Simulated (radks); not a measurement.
Q: Pt17+, 61 electrons, occupied as [Kr] 4d10 4f12 5s2 7f1 (not the ground configuration). Calculated with a radial shooting solver on a logarithmic mesh with Libxc functionals: scalar-relativistic Kohn-Sham, r2SCAN, spin-polarised, spherical densities, finite nucleus; open shells are filled with parallel spins first (spin-orbit coupling, left out, can overturn this in heavy ions); meta-GGA in the generalised Kohn-Sham scheme; Fermi nuclear charge, rms radius 5.427 fm. Some entries of the table are withheld. Estimate them.

| orbital | occ. | eigenvalue (eV) | <r> (bohr) |
|---|---|---|---|
| 1s down | 1 | -78924.34 | 0.01715 |
| 1s up | 1 | -78924.34 | 0.01715 |
| 2s up | 1 | -14242.13 | 0.07234 |
| 2s down | 1 | -14242.10 | 0.07234 |
| 2p up | 3 | -12399.06 | 0.06522 |
| 2p down | 3 | -12399.03 | 0.06522 |
| 3s up | 1 | -3676.613 | 0.1868 |
| 3s down | 1 | -3674.326 | 0.1868 |
| 3p up | 3 | -3137.261 | 0.1879 |
| 3p down | 3 | -3134.949 | 0.1878 |
| 3d up | 5 | -2551.148 | 0.1703 |
| 3d down | 5 | -2549.395 | 0.1702 |
| 4s up | 1 | -1114.083 | 0.4116 |
| 4s down | 1 | -1110.501 | 0.4118 |
| 4p up | 3 | -934.4171 | 0.4359 |
| 4p down | 3 | -930.9880 | 0.4362 |
| 4d up | 5 | -715.2262 | 0.4565 |
| 4d down | 5 | -711.8132 | 0.4570 |
| 4f up | 7 | (1) | 0.4720 |
| 4f down | 5 | (2) | 0.4733 |
| 5s up | 1 | (3) | 0.8402 |
| 5s down | 1 | (4) | 0.8420 |
| 7f up | 1 | -108.5918 | 2.972 |

A: 
(1) 4f up eigenvalue (eV): -471.3445
(2) 4f down eigenvalue (eV): -467.6965
(3) 5s up eigenvalue (eV): -456.4332
(4) 5s down eigenvalue (eV): -454.7679
